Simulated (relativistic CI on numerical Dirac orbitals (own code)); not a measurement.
Ti²⁺ in a cubic cluster: 3p photoemission with charge transfer

Computed with a charge-transfer multiplet model of a cubic metal-ligand cluster with up to one ligand hole, Slater and spin-orbit integrals from Dirac-Coulomb-Breit ions, Slater integrals scaled by 0.7. The ground state mixes d2 with configurations of k ligand holes L, whose averages lie at kΔ + k(k − 1)U_dd/2; a core hole lowers each added d electron by U_cd. 300 K, Lorentzian 0.9 eV and Gaussian 0.8 eV FWHM.

Atomic integrals in eV (Slater integrals scaled, ζ unscaled), ground: F2dd 5.756, F4dd 3.579, zeta_d 0.013; with the core hole: F2dd 6.666, F4dd 4.184, zeta_d 0.017, zeta_core 0.435, F2cd 7.246, G1cd 9.033, G3cd 5.492.

Cluster parameters (eV): U_dd = 5.7, U_cd = 6.5, 10Dq = 1.45, 10Dq(ligand) = 0.2, V(eg) = 2.5, V(t2g) = -1.13, final-state hopping factor = 0.8.

```
       Case   n_d    d2   d3L     S
 Δ = 5.2 eV  2.27  0.73  0.27  1.00
 Δ = 7.2 eV  2.21  0.79  0.21  1.00
 Δ = 8.2 eV  2.19  0.81  0.19  1.00
 Δ = 9.2 eV  2.17  0.83  0.17  1.00
Δ = 10.2 eV  2.15  0.85  0.15  1.00
```

Weights, n_d and S are thermal averages at 300 K. Binding energies count from the first peak over 30 % of the highest in each spectrum, which can be another peak from case to case. The parameters are a model scan and need not match a compound or its usual spin state. Peaks in eV (height, largest 100):
- Δ = 5.2 eV: 0.0 (100), 9.6 (22), 13.2 (9)
- Δ = 7.2 eV: 0.0 (100), 9.8 (17), 13.4 (8)
- Δ = 8.2 eV: 0.0 (100), 9.9 (15), 13.6 (8)
- Δ = 9.2 eV: 0.0 (100), 10.0 (14), 12.2 (6), 13.8 (7)
- Δ = 10.2 eV: 0.0 (100), 10.0 (13), 12.6 (7), 13.9 (6)

For the case Δ = 7.2 eV, Δ = 7.2 eV is larger than U_dd = 5.7 eV, the Mott-Hubbard side of the Zaanen-Sawatzky-Allen scheme. With the core hole the configuration with one ligand hole lies at Δ − U_cd = -1.3, 0.7, 1.7, 2.7, 3.7 eV from the one without, in the order of the table; where this is negative the screened configuration lies lower, though the effective hopping of about 4.3 eV (from the holes of the mixed ground state) mixes the two strongly wherever it is as large as the gap.

With at most 1 ligand hole the space is cut while the next configuration still counts, so covalency is underestimated, and a final configuration with one more ligand hole, which can lie low, is missing from the spectra.
